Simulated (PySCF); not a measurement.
# ReSF₂: from structure and modes to constants

Level of theory: UPBE in PySCF with Re def2-SVP with ECP60, S def2-SVP, F def2-SVP; scalar-relativistic core potentials, no spin–orbit coupling; density-fitted integrals.

The doublet minimum has C2v symmetry. Masses (u): Re 186.95575, S 31.97207, F 18.99840.

```xyz
4
charge 0 multiplicity 2, angstrom
Re    0.0000    0.0000   -0.1289
S     0.0000    0.0000    1.9449
F     1.6391    0.0000   -1.0005
F    -1.6391    0.0000   -1.0005
```

Harmonic wavenumbers (cm⁻¹): 126.3 (b2, ×1), 156.3 (b1, ×1), 172.4 (a1, ×1), 580.2 (a1, ×1), 679.4 (b2, ×1), 692.9 (a1, ×1).

**Question.** What is the harmonic zero-point energy?

**Answer.** Half the sum of all 6 wavenumbers, 2407/2 = 1204 cm⁻¹, which is 14.4 kJ/mol (1 cm⁻¹ = 0.0119627 kJ/mol).

**Question.** Find the vibrational entropy and heat capacity at 298.15 K.

**Answer.** With u = 1.43878 ω/T, each mode gives S = R[u/(eᵘ−1) − ln(1−e⁻ᵘ)] and C = R u² eᵘ/(eᵘ−1)².
```
ω (cm⁻¹)      u  S (J/(mol K))  C (J/(mol K))
   126.3  0.609          12.56           8.06
   156.3  0.754          10.85           7.93
   172.4  0.832          10.08           7.85
   580.2  2.800           2.03           4.49
   679.4  3.278           1.39           3.64
   692.9  3.344           1.32           3.53
```
The sums over all modes are S = 38.2 and C = 35.5 J/(mol K); the softest mode gives 33 % of the entropy.

**Question.** Give the standard entropy (298.15 K, 1 bar) by its translational, rotational, vibrational and spin parts, and Cp.

**Answer.** Sackur–Tetrode with M = 256.92 u gives 178.1; rotation with symmetry number 2 gives 106.3; vibration 38.2; spin R ln 2 = 5.8. The total is 328.4 J/(mol K), and Cp = 4 R + 35.5 = 68.8 J/(mol K).

Only a few start shapes were tried, so a lower isomer may exist. Other spin states or occupations of the open shell can lie lower. No spin–orbit coupling is included, which matters more the heavier the element.
